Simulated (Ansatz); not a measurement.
A single point on CH₈GeSSi (`CS[SiH2][GeH3]`).

```yaml
crystal:
  periodic: [false, false, false]
  atoms:
    - {symbol: C, position_ang: [-1.600674, 1.371072, -0.167712]}
    - {symbol: S, position_ang: [-0.398046, 1.502540, 1.185966]}
    - {symbol: Si, position_ang: [0.350935, -0.491478, 1.202913]}
    - {symbol: Ge, position_ang: [1.493372, -1.039045, -0.815115]}
    - {symbol: H, position_ang: [-1.112527, 1.125744, -1.110543]}
    - {symbol: H, position_ang: [-2.074135, 2.347999, -0.260315]}
    - {symbol: H, position_ang: [-2.365194, 0.628002, 0.059350]}
    - {symbol: H, position_ang: [-0.758763, -1.462656, 1.421492]}
    - {symbol: H, position_ang: [1.289316, -0.551308, 2.353201]}
    - {symbol: H, position_ang: [2.739054, -0.154035, -0.980032]}
    - {symbol: H, position_ang: [0.582590, -0.817297, -2.036431]}
    - {symbol: H, position_ang: [1.931071, -2.514838, -0.818772]}
basis:
  gaussian: {orbitals: def2-TZVPP}
hamiltonian: {xc: pbe}
correlation: {method: rpa}
```

```sh
$ ansatz run in.yaml --threads 4 --pin off --events-out ev --progress --plain
```

Output, abridged:

```
Functional definition: PBE
1596 factors; integrals over basis functions are off by at most 1.1e-3 eV
mean field evaluation 1: about -76373.7407 eV, gradient 5.9e1 eV
mean field evaluation 2: about -76373.7294 eV, gradient 5.9e1 eV
mean field evaluation 4: about -76380.5880 eV, gradient 1.5e1 eV
mean field evaluation 8: about -76381.1771 eV, gradient 4.6e-1 eV
mean field evaluation 16: about -76381.1771 eV, gradient 1.8e-4 eV
mean field -76381.17705517 eV, -2806.9564837561 hartree, gradient 5.1e-6 eV, S^2 0.000000; 0 other end points of the search recorded, 0 dependent functions left out
20 core orbitals not correlated: weight in the atoms' cores, before any rotation towards them, 1.000 or more for the frozen orbitals, at most 0.000 for the correlated occupied ones
reference -76310.10046303 eV, -2804.3444671725 hartree; 18, 18 occupied and 237, 237 virtual orbitals, 1596 factors
Total energy: -76345.39496159 eV, -2805.6415160710 hartree
```

Run time 3.4 s (4 threads of a server CPU on a shared host); peak host memory 0.7 GiB.
